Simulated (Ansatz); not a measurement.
`O[SiH2]C[TeH]` + PH₃ → `P[TeH]` + `C[SiH2]O`  (ligand exchange at a Te–C bond)

Calculated with Ansatz (gas phase, PBE0-D4/def2-TZVP geometries, no zero-point term in ΔE). CCSD(T)/CBS is the MP2 limit (def2-TZVPP, def2-QZVPP) plus CCSD(T) − MP2 in def2-TZVPP, frozen cores. This one scheme is used for every species. Elements past krypton have def2 core potentials. For Te outer-core shells are correlated without core-valence functions, which leaves a few kJ/mol of doubt a bond. Each species was taken in one conformer, which may not be the lowest.

```tsv
level	ΔE (kJ/mol)
MP2/def2-TZVPP	-53.2
CCSD/def2-TZVPP	-53.9
CCSD(T)/def2-TZVPP	-51.6
CCSD/CBS(def2)	-57.3
```

Task: What does CCSD(T)/CBS give? (Best estimate.)

Result: Computed: -55.1 kJ/mol. The listed levels differ from it by 1.9, 1.2, 3.5, -2.2 kJ/mol.

Largest T1 diagnostic among the species: 0.013.

In def2-TZVPP, CCSD(T) changes the Hartree–Fock value by +18.0 kJ/mol (the triples alone add +2.3 kJ/mol) and MP2 by +16.4 kJ/mol. The D4 term adds +7.3 kJ/mol with B3LYP and +4.0 kJ/mol with PBE0; it sums over pairs of atoms, weighted by their polarisabilities, and B3LYP, whose exchange is more repulsive, gets the larger term.

B3LYP here is the variant with VWN-RPA as its local correlation; programs differ in this.
